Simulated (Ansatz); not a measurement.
`O[SiH](F)[SiH2]I` + H₂ → `O[SiH](F)[SiH3]` + HI at 600 K and 1 bar (hydrogenolysis of the Si–I bond).

Calculated with Ansatz (gas phase, PBE0-D4/def2-TZVP geometries, no zero-point term in ΔE). CCSD(T)/CBS adds triple-zeta CCSD(T) − MP2 to the extrapolated MP2 energy (def2 sets, frozen cores). This one scheme is used for every species. Elements past krypton have def2 core potentials. For I outer-core shells are correlated without core-valence functions, which leaves a few kJ/mol of doubt a bond. One conformer a species, not always the lowest.

```json
{"species": "`O[SiH](F)[SiH2]I`", "CCSD(T)/CBS energy (Eh)": "-1053.12682", "H − E (kJ/mol)": "182.9", "S (J/(mol·K))": "483.9"}
{"species": "H₂", "CCSD(T)/CBS energy (Eh)": "-1.17544", "H − E (kJ/mol)": "43.9", "S (J/(mol·K))": "150.8"}
{"species": "`O[SiH](F)[SiH3]`", "CCSD(T)/CBS energy (Eh)": "-756.23815", "H − E (kJ/mol)": "192.9", "S (J/(mol·K))": "428.9"}
{"species": "HI", "CCSD(T)/CBS energy (Eh)": "-298.03592", "H − E (kJ/mol)": "31.6", "S (J/(mol·K))": "227.0"}
```

H − E and S are ideal-gas, rigid-rotor, harmonic terms from PBE0-D4/def2-TZVP, for one conformer and one mirror image of each species. The MP2-based limit puts H₂ 0.8 mEh under its directly extrapolated value; such offsets cancel only in part. 1 Eh = 2625.50 kJ/mol, R = 8.31446 J/(mol·K).

Problem. By hand: ΔE, ΔH, ΔS and ΔG.

Solution. ΔE = (-756.23815) + (-298.03592) − (-1053.12682) − (-1.17544) = 0.02819 Eh = 74.0 kJ/mol. Δ(H − E) = 192.9 + 31.6 − 182.9 − 43.9 = -2.3, so ΔH = 71.7 kJ/mol. ΔS = 428.9 + 227.0 − 483.9 − 150.8 = 21.2 J/(mol·K). ΔG = 71.7 − 600 × (21.2)/1000 = 59.0 kJ/mol.

Problem. By hand: the equilibrium constant, and the temperature at which ΔG would vanish if ΔH and ΔS stayed fixed.

Solution. log₁₀ K = −ΔG/(RT ln 10) = -5.1. ΔG = 0 at ΔH/ΔS = 3382 K, far beyond where these terms or the molecules hold.

ΔH outweighs TΔS. A doubt of 5 kJ/mol in ΔE shifts log₁₀ K by 0.4 here. Other conformers and mirror images would add mixing entropy, several J/(mol·K) or more a flexible species. Modes under 60 cm⁻¹, often nearly free rotors, make the harmonic entropy too high. These are equilibria of isolated gas molecules and say nothing of rates. Largest T1 diagnostic: 0.013 (customary marks: 0.02 for closed shells, 0.045 for open ones).
